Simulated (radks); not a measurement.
The numbers below are computed, except where a source is named.
Problem. Coherent X-ray form factor from a spherical all-electron density. Code: a radial shooting solver on a logarithmic mesh with Libxc functionals. Model: scalar-relativistic Kohn-Sham, AM05, spin-polarised, spherical densities, finite nucleus; Fermi nuclear charge, rms radius of each element as measured or else 0.836 A^(1/3) + 0.57 fm.

sin(theta)/lambda (1/angstrom),f0 (electrons)
0.05,61.980
0.1,59.392
0.15,56.088
0.2,52.606
0.25,49.175
0.3,45.913
0.4,40.154
0.5,35.437
0.6,31.519
0.8,25.339
1,20.972
1.25,17.488
1.5,15.202
2,11.579

The species is in the configuration that NIST lists as its ground one. Which atom or ion scatters so?

Solution. The gadolinium ion Gd+, [Xe] 4f7 5d1 6s1. Extrapolating in s^2 from the first two rows gives f0(0) = 62.8, near the electron count 63; among species with that count, the fall with angle is slower the higher Z, and the table is that of Z = 64; from so few rows the species is fixed only to a neighbour or two.
